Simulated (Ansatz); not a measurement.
Consider the formal exchange of groups at the In–O bond: `CC(C)[O][In]([Cl])[Cl]` + `CBr` → `[Cl][In]([Cl])[Br]` + `COC(C)C`.

Calculated with Ansatz (gas phase, PBE0-D4/def2-TZVP geometries, no zero-point term in ΔE). CBS: MP2 limit from def2 TZ/QZ plus the TZ coupled-cluster correction, frozen cores. Functionals use def2-TZVPP. B3LYP here is the variant with VWN-RPA as its local correlation; programs differ in this. def2 core potentials past Kr. For Br, In outer-core shells are correlated without core-valence functions, which leaves a few kJ/mol of doubt a bond. Scalar relativity is left out up to krypton. One conformer a species, not always the lowest.

(1) Is it downhill or uphill in electronic energy at CCSD(T)/CBS, and by how much? (Estimate.)

(2) What do these levels give: B3LYP-D4, PBE, r2SCAN, CCSD/def2-TZVPP, HF/def2-QZVPP, MP2/CBS(def2)? (Estimate.)

Largest T1 diagnostic among the species: 0.014.

Answers

(1) Computed: Downhill: ΔE = -16.2 kcal/mol.

(2) The calculation gave: B3LYP-D4 -17.8, PBE -17.1, r2SCAN -17.8, CCSD/def2-TZVPP -17.8, HF/def2-QZVPP -25.2, MP2/CBS(def2) -15.6 kcal/mol.

In def2-TZVPP, CCSD(T) changes the Hartree–Fock value by +9.2 kcal/mol (the triples alone add +1.5 kcal/mol) and MP2 by +9.8 kcal/mol. From PBE to PBE0 (25 % exact exchange), in def2-TZVPP and without D4, ΔE moves by −2.8 kcal/mol. The D4 term adds +1.5 kcal/mol with B3LYP and +0.8 kcal/mol with PBE0; it sums over pairs of atoms, weighted by their polarisabilities, and B3LYP, whose exchange is more repulsive, gets the larger term.
